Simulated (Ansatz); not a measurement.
Stepwise reaction of `[NH2][Hf]([NH2])([NH2])[Cl]` with hydrogen fluoride, as a gas-phase model of exchange steps in deposition or etching. ΔE in kJ/mol; ΔG adds harmonic PBE0-D4 terms to CCSD(T)/CBS, at 1 bar.

Calculated with Ansatz (gas phase, PBE0-D4/def2-TZVP geometries, no zero-point term in ΔE). CCSD(T)/CBS adds triple-zeta CCSD(T) − MP2 to the extrapolated MP2 energy (def2 sets, frozen cores). This one scheme is used for every species. Functionals use def2-TZVPP. B3LYP here is the variant with VWN-RPA as its local correlation; programs differ in this. Elements past krypton have def2 core potentials. For Hf outer-core shells are correlated without core-valence functions, which leaves a few kJ/mol of doubt a bond. Each species was taken in one conformer, which may not be the lowest.

```json
{"step": "1", "reaction": "`[NH2][Hf]([NH2])([NH2])[Cl]` + H–F → `[NH2][Hf]([NH2])([F])[Cl]` + NH₃", "PBE-D4": "-118.5", "B3LYP-D4": "-119.8", "ωB97M-V": "-119.7", "CCSD(T)/CBS": "-108.9", "ΔG(500 K)": "-112.2"}
{"step": "2", "reaction": "`[NH2][Hf]([NH2])([F])[Cl]` + H–F → `[NH2][Hf]([F])([F])[Cl]` + NH₃", "PBE-D4": "-116.9", "B3LYP-D4": "-118.0", "ωB97M-V": "-118.1", "CCSD(T)/CBS": "-108.7", "ΔG(500 K)": "-104.8"}
{"step": "3", "reaction": "`[NH2][Hf]([F])([F])[Cl]` + H–F → `[F][Hf]([F])([F])[Cl]` + NH₃", "PBE-D4": "-110.1", "B3LYP-D4": "-111.0", "ωB97M-V": "-110.9", "CCSD(T)/CBS": "-102.8", "ΔG(500 K)": "-92.3"}
```

Question: By hand: ΔE of the 3 steps together at CCSD(T)/CBS.

Answer: (-108.9) + (-108.7) + (-102.8) = -320.4 kJ/mol, or -106.8 kJ/mol a step.

In ΔE step 1 is the lowest and step 3 the highest. All are downhill at CCSD(T)/CBS. ΔG lies between -112.2 and -92.3 kJ/mol a step. PBE-D4 differs from CCSD(T)/CBS by -9.6 to -7.3 kJ/mol a step. Only this route is followed, and other bonds may react first. Isolated molecules leave out the surface, adducts and barriers. Largest T1 diagnostic: 0.016.
